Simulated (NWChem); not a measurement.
System: GeH4S; SMILES [GeH3][SH]

```xyz
6

Ge    -0.0109    -0.7080     0.0000
S     -0.0533     1.5388     0.0000
H      0.7055    -1.2505     1.2649
H     -1.5008    -1.1226     0.0068
H      0.6938    -1.2516    -1.2710
H      1.3031     1.6612    -0.0003
```
Atoms are numbered in this order, from 1.

Structure relaxed at the PBE-D3(BJ)/def2-SVP level.

Task: List the 4 lowest vertical singlet excitations from B3LYP/aug-cc-pVDZ, full TDDFT (NWChem).

Result: 
```
state  energy (eV)  oscillator strength  leading excitation (squared amplitude)
-----  -----------  -------------------  --------------------------------------
S1            5.23                0.017                      HOMO → LUMO (0.96)
S2            5.41                0.014                    HOMO → LUMO+1 (0.98)
S3            6.52                0.000                    HOMO → LUMO+2 (0.80)
S4            6.69                0.002                    HOMO → LUMO+3 (0.86)
```
